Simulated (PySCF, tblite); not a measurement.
**Complex of 2 × methyllithium**

A gas-phase complex of 2 × methyllithium; neutral, singlet. The structure comes from a short search (6 tight-binding starts) and was relaxed by PBE0-D3(BJ)/def2-SVPD; another way of binding may lie lower. No frequency run checks that it is a minimum.

Parts: 1 = methyllithium ([Li][CH3]), atoms 1–5; 2 = methyllithium ([Li][CH3]), atoms 6–10.

Coordinates in Å:
```
C1     -0.311    0.151    0.150
Li2     0.796    0.034    1.929
H3     -1.244    0.554   -0.307
H4     -0.416   -0.938   -0.038
H5      0.467    0.482   -0.567
C6      0.101    1.137    3.575
Li7    -0.996    1.261    1.793
H8      0.297    0.303    4.283
H9     -0.813    1.592    4.018
H10     0.887    1.884    3.806
```

```
  contact     kind (by geometry)  distance (Å)  angle (°)
Li7···Li2  closest for its radii         2.176          -
 C1···Li7            ion contact         2.097          -
 Li2···C6            ion contact         2.100          -
```

Deforming the relaxed parts to their shape here costs 11.7 kcal/mol, which the interaction energies leave out.

Interaction energies are complex less parts, with the parts frozen as they stand in it; counterpoise-corrected, in kcal/mol (PySCF).

Give the interaction energy at each level run.


```
                  level  interaction  superposition error removed
wB97M-D3(BJ)/def2-TZVPD       -56.68                        -0.24
 PBE0-D3(BJ)/def2-TZVPD       -58.75                        -0.21
```

What holds them together? Decompose the wB97M-D3(BJ)/def2-TZVPD energy: frozen parts, their antisymmetrised product, then relaxation.

electrostatic -93.1, Pauli repulsion +64.1, orbital relaxation -26.0, dispersion correction -1.9 kcal/mol, which sum to the value before the counterpoise correction; the Pauli term holds the exchange-correlation of the frozen density too. Of the attraction, 77 % is electrostatic, 22 % is orbital relaxation, 2 % is dispersion correction.

The parts were also relaxed and run alone, at the levels used for the complex: shieldings by PBE0/pcSseg-2; core levels by delta-SCF with SCAN, pcX-2 on the ionised atom and pcseg-1 elsewhere, spin-free X2C.

How do these values change when the complex forms?


| property | alone | in the complex | change |
| --- | --- | --- | --- |
| shielding of C1 (ppm) | 210.4 | 206.3 | -4.1 |
| shielding of Li7 (ppm) | 86.0 | 83.6 | -2.4 |
| shielding of Li2 (ppm) | 86.0 | 83.5 | -2.5 |
| shielding of C6 (ppm) | 210.4 | 206.4 | -4.0 |
| C1 1s core level (eV) | 287.40 | 288.34 | +0.93 |
| Li2 1s core level (eV) | 63.64 | 61.78 | -1.87 |
| Li7 1s core level (eV) | 63.64 | 61.85 | -1.80 |

The 4 runs behind this took 40 s in all, one thread each of AMD EPYC 9R45 96-Core on a shared host, launched as `OMP_NUM_THREADS=1 python cluster_run.py task.json out`.
